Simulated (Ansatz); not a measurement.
Ansatz (a first-principles code) input (CCSD(T)/aug-cc-pVTZ):

Ansatz 0.2 input:
```yaml
crystal:
  periodic: [false, false, false]
  atoms:
    - {symbol: C, position_ang: [2.75844924, -1.03919629, 0.22971741]}
    - {symbol: O, position_ang: [1.46594738, -1.57030449, -0.02832360]}
    - {symbol: Ga, position_ang: [-0.01392870, -0.60324745, -0.09184627]}
    - {symbol: Br, position_ang: [0.03855992, 1.67037454, 0.25438149]}
    - {symbol: O, position_ang: [-1.53569032, -1.44010584, -0.42826462]}
    - {symbol: C, position_ang: [-2.80066579, -0.79806483, -0.51098427]}
    - {symbol: H, position_ang: [3.40917890, -1.25115565, -0.62224808]}
    - {symbol: H, position_ang: [3.17360311, -1.52531185, 1.11597171]}
    - {symbol: H, position_ang: [2.75169175, 0.04147115, 0.39920442]}
    - {symbol: H, position_ang: [-2.74651954, 0.27996086, -0.33338239]}
    - {symbol: H, position_ang: [-3.22170614, -0.96353523, -1.50575340]}
    - {symbol: H, position_ang: [-3.47281299, -1.23701775, 0.23039701]}
basis:
  gaussian:
    orbitals: aug-cc-pVTZ
magnetization: {spin_polarized: false}
correlation: {method: ccsd_t, electrons: outside_noble_gas}
```

End of the output:

```
integrals: 8.42 GiB planned
2595 factors; integrals over basis functions are off by at most 1.0e-3 eV
4.44 GiB of device memory are held for the factors and their scratch space
mean field: 4.65 GiB planned
mean field evaluation 1: about -128565.3895 eV, gradient 5.1e1 eV
mean field evaluation 2: about -128565.5592 eV, gradient 5.1e1 eV
mean field evaluation 4: about -128570.8065 eV, gradient 4.7e0 eV
mean field evaluation 8: about -128570.8817 eV, gradient 2.7e-1 eV
mean field evaluation 16: about -128565.3890 eV, gradient 5.1e1 eV
mean field -128570.88202753 eV, -4724.8927660379 hartree, gradient 4.3e-6 eV, S^2 0.000000; 0 other end points of the search recorded, 0 dependent functions left out
32 core orbitals not correlated, not the lowest: weight in the atoms' cores, before any rotation towards them, 0.795 or more for the frozen orbitals, at most 0.194 for the correlated occupied ones
reference -128570.88202753 eV, -4724.8927660379 hartree; 18, 18 occupied and 390, 390 virtual orbitals, 2595 factors
second order -29.46930763 eV of doubles, -0.00000000 eV of singles
coupled cluster: 45.24 GiB planned
cycle   1  -29.63471775 eV  change   -1.7e-1 eV  update   1.3e-1
cycle   2  -30.31566930 eV  change   -6.8e-1 eV  update   3.9e-2
cycle   3  -30.50617635 eV  change   -1.9e-1 eV  update   2.1e-2
cycle   4  -30.49194552 eV  change    1.4e-2 eV  update   5.5e-3
cycle   5  -30.48748749 eV  change    4.5e-3 eV  update   2.8e-3
cycle   6  -30.48920578 eV  change   -1.7e-3 eV  update   9.3e-4
cycle   7  -30.48881032 eV  change    4.0e-4 eV  update   3.6e-4
cycle   8  -30.48863287 eV  change    1.8e-4 eV  update   1.0e-4
cycle   9  -30.48868074 eV  change   -4.8e-5 eV  update   3.9e-5
cycle  10  -30.48870116 eV  change   -2.0e-5 eV  update   1.5e-5
perturbative correction -1.24747826 eV, -0.0458439806 hartree
Total energy: -128602.61820695 eV, -4726.0590491201 hartree
```
